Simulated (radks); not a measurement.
Spherical quantum dot in the effective-mass picture: electrons in a well V = -V0 / (1 + exp((r - R)/a)) with V0 = 7.18, R = 3.85, a = 0.4, all in effective atomic units (hartree* = m*/eps^2 hartree, bohr* = eps/m* bohr), one dielectric constant everywhere. Method: non-relativistic Kohn-Sham, LDA (Slater exchange, Perdew-Wang correlation), spin-polarised, spherical densities; computed with a radial shooting solver with Libxc functionals. Levels are named by radial order and angular momentum (1s, 1p, 1d, 2s, ...), and open shells are averaged over m. Results are scaled to m* = 0.206 and eps = 15.2, for which hartree* = 24.26 meV and bohr* = 3.905 nm. Each electron was tried in the lowest free levels, single moves between levels near the top were tried too, and the lowest total energy was kept; such a search can miss a lower state. The series stops at N = 15: beyond it a trial failed or the search could not be trusted, so later rows were left out. At N = 1 the Hartree and exchange-correlation terms need not cancel, so that row can carry a self-interaction error.

N,open shells,2S,mu = E(N) - E(N-1) (meV),addition energy mu(N+1) - mu(N) (meV),e(HOMO) (meV)
1,"1s(up 1, down 0)",1,-162.50,11.10,-158.11
2,none,0,-151.40,17.87,-146.97
3,"1p(up 1, down 0)",1,-133.53,8.396,-129.37
4,"1p(up 2, down 0)",2,-125.13,8.518,-120.88
5,"1p(up 3, down 0)",3,-116.61,10.61,-112.35
6,"1p(up 3, down 1)",2,-106.00,8.031,-102.01
7,"1p(up 3, down 2)",1,-97.970,8.121,-93.915
8,none,0,-89.850,17.69,-85.784
9,"1d(up 1, down 0)",1,-72.157,7.678,-68.319
10,"1d(up 2, down 0)",2,-64.479,7.676,-60.639
11,"1d(up 3, down 0)",3,-56.803,7.659,-52.970
12,"1d(up 4, down 0)",4,-49.144,7.633,-45.323
13,"1d(up 5, down 0)",5,-41.511,9.493,-37.705
14,"1d(up 5, down 1)",4,-32.018,7.379,-28.330
15,"1d(up 5, down 2)",3,-24.639,-,-20.948

All shells are closed at N = 2, 8 (there: 1s2 1p6); the second difference of the energy has clear peaks (12 % above both neighbours; the first and last values, which can be the largest, are not judged, and half-filled shells can peak too) at N = 2, 5, 8, 13.
